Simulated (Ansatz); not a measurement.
`[O]=[Mo](=[O])([OH])[Cl]` + CH₄ → `[CH3][Mo](=[O])(=[O])[OH]` + HCl at 400 K and 1 bar (formal exchange of groups at a Mo–Cl bond).

Gas-phase electronic energies from Ansatz, PBE0-D4/def2-TZVP geometries. CBS: MP2 limit from def2 TZ/QZ plus the TZ coupled-cluster correction, frozen cores. This one scheme is used for every species. def2 core potentials past Kr. For Mo outer-core shells are correlated without core-valence functions, which leaves a few kJ/mol of doubt a bond. Each species was taken in one conformer, which may not be the lowest.

```json
{"species": "`[O]=[Mo](=[O])([OH])[Cl]`", "CCSD(T)/CBS energy (Eh)": "-754.20258", "H − E (kJ/mol)": "85.1", "S (J/(mol·K))": "368.1"}
{"species": "CH₄", "CCSD(T)/CBS energy (Eh)": "-40.46206", "H − E (kJ/mol)": "131.3", "S (J/(mol·K))": "197.2"}
{"species": "`[CH3][Mo](=[O])(=[O])[OH]`", "CCSD(T)/CBS energy (Eh)": "-334.23200", "H − E (kJ/mol)": "178.7", "S (J/(mol·K))": "382.4"}
{"species": "HCl", "CCSD(T)/CBS energy (Eh)": "-460.38127", "H − E (kJ/mol)": "29.6", "S (J/(mol·K))": "195.4"}
```

H − E and S are ideal-gas, rigid-rotor, harmonic terms from PBE0-D4/def2-TZVP, for one conformer and one mirror image of each species. 1 Eh = 2625.50 kJ/mol, R = 8.31446 J/(mol·K).

**Question.** By hand: ΔE, ΔH, ΔS and ΔG.

**Answer.** ΔE = (-334.23200) + (-460.38127) − (-754.20258) − (-40.46206) = 0.05137 Eh = 134.9 kJ/mol. Δ(H − E) = 178.7 + 29.6 − 85.1 − 131.3 = -8.1, so ΔH = 126.8 kJ/mol. ΔS = 382.4 + 195.4 − 368.1 − 197.2 = 12.5 J/(mol·K). ΔG = 126.8 − 400 × (12.5)/1000 = 121.8 kJ/mol.

**Question.** By hand: the equilibrium constant, and the temperature at which ΔG would vanish if ΔH and ΔS stayed fixed.

**Answer.** log₁₀ K = −ΔG/(RT ln 10) = -15.9. ΔG = 0 at ΔH/ΔS = 10144 K, far beyond where these terms or the molecules hold.

The number of gas molecules stays the same, so ΔS is small and ΔH decides. A doubt of 5 kJ/mol in ΔE shifts log₁₀ K by 0.7 here. Other conformers and mirror images would add mixing entropy, several J/(mol·K) or more a flexible species. These are equilibria of isolated gas molecules and say nothing of rates. Largest T1 diagnostic: 0.025 (customary marks: 0.02 for closed shells, 0.045 for open ones).
